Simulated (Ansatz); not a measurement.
A made-up structure of GeHBrF (charge +1), closed shell:

```xyz
4
angstrom
F -1.6299 -0.3651 0.2431
Ge 0.0069 0.1212 -0.0558
Br 1.1096 -1.1458 0.4724
H 0.5134 1.3897 -0.6597
```

It is relaxed with PBE-D4/def2-SVP and then PBE0-D4/def2-TZVP (Ansatz 0.2.0). Atoms count as bonded within 1.22 times the sum of their covalent radii (H–H: 0.88 Å). The end point is not checked to be a true minimum.

**Question.** Does its bonding change? (A judgement: the text doesn't fix the answer.)

**Answer.** Computed: No: no bond forms or breaks.

Where it ends: The first stage lowers the energy by 3.96 eV in 7 steps. It ends as GeHBrF ([F][GeH][Br]), total charge +1:
```json
{"atom": "F1", "x (Å)": "-1.6405", "y (Å)": "-0.1881", "z (Å)": "0.1626"}
{"atom": "Ge2", "x (Å)": "-0.0124", "y (Å)": "0.1344", "z (Å)": "-0.0608"}
{"atom": "Br3", "x (Å)": "1.3508", "y (Å)": "-1.4286", "z (Å)": "0.5904"}
{"atom": "H4", "x (Å)": "0.3021", "y (Å)": "1.4824", "z (Å)": "-0.6922"}
```

Labels in which every atom is bracketed show which atoms are joined, not bond orders.

For scale, one of the runs: PBE0-D4/def2-TZVP relaxation, 133 basis functions, launched by `ansatz run in.yaml --threads 2 --pin off --events-out ev --progress --plain --max-ram 4352MiB`. Hardware: 2 CPU threads of an Arm Neoverse V1, shared host. Wall time about 18 s.
